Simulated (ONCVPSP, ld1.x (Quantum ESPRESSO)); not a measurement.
Hardness and transferability of assorted potentials

Generated with ld1.x 7.5 (TM, RRKJ, ultrasoft, PAW), atompaw 4.2 or ONCVPSP 4.0.1. The cutoff is in Ry: for ld1.x and atompaw files where the sum of valence levels is converged to 10 mRy in a Bessel basis, for ONCV files where the hardest occupied wave has 1 mHa per electron of residual kinetic energy. The error is the largest all-electron minus pseudo excitation energy over each file’s own four to seven test configurations (ionisations up to +4, promotions, holes and added fractions of an electron), all of which were solved. The labels leave out finer settings (local radius, basis sizes, second energies), which also bear on the numbers. Spin-polarised tests are not counted. The rows are a selection from randomly drawn settings: files with unsolved tests, undetermined cutoffs or missed reference levels are left out.

A true bound ghost makes a file unfit for plane-wave use even where its test errors are small: the radial tests pick states by their node count and pass the ghost by.

| element | potential | cutoff (Ry) | largest error (meV) | bound ghosts |
| --- | --- | --- | --- | --- |
| Ga | ONCV, PBE, scalar-relativistic, rc 1.90/2.40 (sp), local smoothed, core correction yes, reference 4s2 4p0.5, qcut 2.8/3.5, projectors 3/2 | 55 | -104 | s |
| Mo | ONCV, PBE, scalar-relativistic, rc 1.40/2.00/1.95 (spd), local smoothed, core correction yes, reference 4s2 4p6 4d4, qcut 6.6/8.4/9.6, projectors 2/1/1 | 44 | +4.9 | none |
| Rh | ONCV, PBEsol, scalar-relativistic, rc 3.50/3.90/1.95 (spd), local smoothed, core correction yes, reference 4d8 5p1, qcut 2.3/2.3/6.7, projectors 3/2/2 | 36 | -114 | none |
| I | TM semilocal, LDA (PZ), scalar-relativistic, rc 1.30/1.90 (sp), local p, core correction yes, reference 5s2 5p5 | 110 | -50 | none |
| Ce | ONCV, PBEsol, scalar-relativistic, rc 2.80/2.40/3.20/0.90 (spdf), local smoothed, core correction yes, reference 4f1 5s2 5p6 5d1 6s2, qcut 5.5/7/4.8/13.5, projectors 2/2/2/3 | 764 | -7.0 | s, p |
| Ce | ONCV, Wu-Cohen, scalar-relativistic, rc 2.40/1.80/2.85 (spd), local smoothed, core correction no, reference 5s2 5p6 5d1 6s1, qcut 4.2/3.7/6.2, projectors 3/3/2 | 79 | -22 | none |
| Os | ONCV, PBE, fully relativistic, rc 1.70/1.70/1.95 (spd), local smoothed, core correction yes, reference 5s2 5p6 5d6 6s2, qcut 6.6/9.4/8.7, projectors 2/3/1 | 51 | +4.5 | none |
| Hg | ONCV, PBE, scalar-relativistic, rc 2.35/1.55/1.30 (spd), local d, core correction yes, reference 5p6 5d10 6s2, qcut 2.9/7.7/7.2, projectors 2/2/0 | 53 | -43 | none |

(1) Fill in the row for Sc: ONCV, PBE, scalar-relativistic, rc 2.45/2.35/1.60 (spd), local smoothed, core correction yes, reference 3d1 4s2, qcut 2.1/3.2/11.6, projectors 2/2/3.

Answers

(1) cutoff 78 Ry, largest error +252 meV, bound ghosts: s, p.
